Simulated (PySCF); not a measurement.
## Two-photon absorption: SMILES CC(C)=C=C(C)C=O, C$_{7}$H$_{10}$O

Geometry:
| atom | x (Å) | y (Å) | z (Å) |
| --- | --- | --- | --- |
| C1 | -1.688 | 1.316 | -1.231 |
| C2 | -1.397 | 0.112 | -0.376 |
| C3 | -2.577 | -0.657 | 0.154 |
| C4 | -0.166 | -0.257 | -0.111 |
| C5 | 1.074 | -0.608 | 0.184 |
| C6 | 1.920 | -1.553 | -0.619 |
| C7 | 1.683 | -0.026 | 1.402 |
| O8 | 2.805 | -0.273 | 1.768 |
| H9 | -2.303 | 2.041 | -0.672 |
| H10 | -2.266 | 1.020 | -2.122 |
| H11 | -0.770 | 1.818 | -1.561 |
| H12 | -3.222 | 0.003 | 0.758 |
| H13 | -3.191 | -1.035 | -0.679 |
| H14 | -2.269 | -1.508 | 0.775 |
| H15 | 2.843 | -1.049 | -0.947 |
| H16 | 1.382 | -1.929 | -1.498 |
| H17 | 2.234 | -2.403 | 0.006 |
| H18 | 1.017 | 0.672 | 1.970 |

Method used: TDDFT CAM-B3LYP/aug-cc-pVDZ excited states, vertical, gas phase in PySCF 2.14.0. Geometry: PBE0-D3(BJ)/def2-SVP.

Singlets 4 and 5 lie within 0.01 eV of each other, so their separate moments and overlaps can depend on how they mix.

Problem. Give the one- and two-photon strengths of the lowest singlets.

Solution. δ for parallel linear polarisation; σ at the peak of a Lorentzian of half width 0.1 eV, single beam; Ω is circular over linear.
```csv
state,E (eV),f,photon λ (nm),δ (au),σ (GM),Ω,main
S1,3.99,0.000,621,<0.1,0.00,–,"HOMO→LUMO 0.77, HOMO−2→LUMO 0.15"
S2,5.03,0.000,493,0.45,0.00,1.50,"HOMO−2→LUMO 0.74, HOMO→LUMO 0.17"
S3,5.87,0.436,422,120,1.52,0.90,HOMO−1→LUMO 0.91
S4,6.24,0.002,397,3.5,0.05,1.48,"HOMO−1→LUMO+10 0.39, HOMO−1→LUMO+2 0.28"
S5,6.25,0.019,397,13.7,0.20,1.46,HOMO→LUMO+1 0.67
S6,6.70,0.013,370,37,0.61,1.50,"HOMO−1→LUMO+1 0.71, HOMO−1→LUMO+4 0.13"
```

Among these, the strongest one-photon state is S3, the strongest two-photon state S3, with a dipole change of 2.1 D (relaxed, norm of the difference vector).
